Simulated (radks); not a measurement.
Q: Cs49+, configuration [He] 2s2 2p2 (the NIST ground configuration). Method: Dirac Kohn-Sham, relativistic LDA (MacDonald-Vosko exchange, VWN5 correlation), spin-unpolarised, spherical densities, finite nucleus; open shells fill j = l - 1/2 first; Fermi nuclear charge, rms radius 4.8041 fm; computed with a radial shooting solver on a logarithmic mesh with Libxc functionals. Some entries of the table are withheld. Estimate them.

orbital,occ.,eigenvalue (Ry),<r> (bohr)
1s1/2,2,-2940.803,0.02613
2s1/2,2,-691.5287,0.1071
2p1/2,2,(1),0.08933
2p3/2,0,(2),0.09462
3s1/2,0,-293.9915,0.2500
3p1/2,0,(3),0.2336
3p3/2,0,(4),0.2412

A: 
(1) 2p1/2 eigenvalue (Ry): -678.3133
(2) 2p3/2 eigenvalue (Ry): -649.5140
(3) 3p1/2 eigenvalue (Ry): -289.6592
(4) 3p3/2 eigenvalue (Ry): -281.4757
